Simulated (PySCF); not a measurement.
Molfile (atoms numbered from 1):
```
C3H13NSi2
     RDKit          3D

 19 18  0  0  0  0  0  0  0  0999 V2000
   -3.6471    0.3177   -0.0073 C   0  0  0  0  0  0  0  0  0  0  0  0
   -2.3015   -0.0910    0.3158 N   0  0  0  0  0  0  0  0  0  0  0  0
   -0.9336    0.1061   -0.7290 Si  0  0  0  0  0  4  0  0  0  0  0  0
    0.6484   -0.1429    0.2625 C   0  0  0  0  0  0  0  0  0  0  0  0
    1.9197    0.0452   -0.5754 C   0  0  0  0  0  0  0  0  0  0  0  0
    3.5145   -0.2439    0.3901 Si  0  0  0  0  0  4  0  0  0  0  0  0
   -4.2203    0.5639    0.9026 H   0  0  0  0  0  0  0  0  0  0  0  0
   -3.6213    1.2320   -0.6218 H   0  0  0  0  0  0  0  0  0  0  0  0
   -4.2297   -0.4359   -0.5734 H   0  0  0  0  0  0  0  0  0  0  0  0
   -2.2576   -0.8353    1.0035 H   0  0  0  0  0  0  0  0  0  0  0  0
   -1.0051    1.4915   -1.2952 H   0  0  0  0  0  0  0  0  0  0  0  0
   -0.8791   -0.8327   -1.9072 H   0  0  0  0  0  0  0  0  0  0  0  0
    0.6246   -1.1568    0.7024 H   0  0  0  0  0  0  0  0  0  0  0  0
    0.6305    0.5565    1.1164 H   0  0  0  0  0  0  0  0  0  0  0  0
    1.9585    1.0642   -0.9997 H   0  0  0  0  0  0  0  0  0  0  0  0
    1.9202   -0.6378   -1.4436 H   0  0  0  0  0  0  0  0  0  0  0  0
    3.5980    0.6994    1.5495 H   0  0  0  0  0  0  0  0  0  0  0  0
    4.7167   -0.0397   -0.4777 H   0  0  0  0  0  0  0  0  0  0  0  0
    3.5442   -1.6419    0.9256 H   0  0  0  0  0  0  0  0  0  0  0  0
  1  2  1  0
  2  3  1  0
  3  4  1  0
  4  5  1  0
  5  6  1  0
  1  7  1  0
  1  8  1  0
  1  9  1  0
  2 10  1  0
  3 11  1  0
  3 12  1  0
  4 13  1  0
  4 14  1  0
  5 15  1  0
  5 16  1  0
  6 17  1  0
  6 18  1  0
  6 19  1  0
M  END
```

Geometry: PBE0-D3(BJ)/def2-SVP; GIAO shifts from PySCF, gas phase, non-relativistic, averaged over equivalent atoms.

At B97-2/pcSseg-1 (181 basis functions, 20 s wall time on 1 thread of an Arm Neoverse V2, shared host):
| atoms | δ (ppm) |
| --- | --- |
| C1 | 32.7 |
| C4 | 9.1 |
| C5 | 1.5 |
| N2 | 13.5 |
| Si3 | -21.0 |
| Si6 | -57.3 |
| H11/H12 | 4.50 |
| H17/H18/H19 | 3.81 |
| H7/H8/H9 | 2.68 |
| H13/H14 | 0.59 |
| H15/H16 | 0.51 |
| H10 | -0.73 |

Scale: ¹³C (183.69 ppm) and ²⁹Si (357.41 ppm) and ¹H (31.38 ppm) vs TMS; NH3 for ¹⁵N (262.91 ppm) (reference shieldings calculated alike).

**Question.** Estimate the result of repeating the calculation with PBE0/pcSseg-1.

**Answer.** 
| atoms | δ at PBE0/pcSseg-1 | change |
| --- | --- | --- |
| C1 | 32.4 | -0.3 |
| C4 | 8.9 | -0.2 |
| C5 | 0.8 | -0.7 |
| N2 | 14.2 | +0.7 |
| Si3 | -19.7 | +1.3 |
| Si6 | -59.1 | -1.8 |
| H11/H12 | 4.60 | +0.10 |
| H17/H18/H19 | 3.90 | +0.09 |
| H7/H8/H9 | 2.68 | +0.00 |
| H13/H14 | 0.60 | +0.01 |
| H15/H16 | 0.51 | +0.00 |
| H10 | -0.74 | -0.01 |

Shifts are taken against calculated references (same method and geometry level): TMS for ¹³C (σ = 184.41 ppm) and ²⁹Si (σ = 351.99 ppm) and ¹H (σ = 31.27 ppm); NH3 for ¹⁵N (σ = 265.67 ppm).

The largest change is at Si6 (silicon bonded to C, 3 H). Cost: 181 basis functions, 22 s wall time on 1 thread of an Arm Neoverse V2, shared host. The order of the carbon signals is the same at both levels.

Experimental scales use liquid or dissolved standards, which lie at an offset from isolated NH3 (liquid NH3: subtract about 20 ppm).
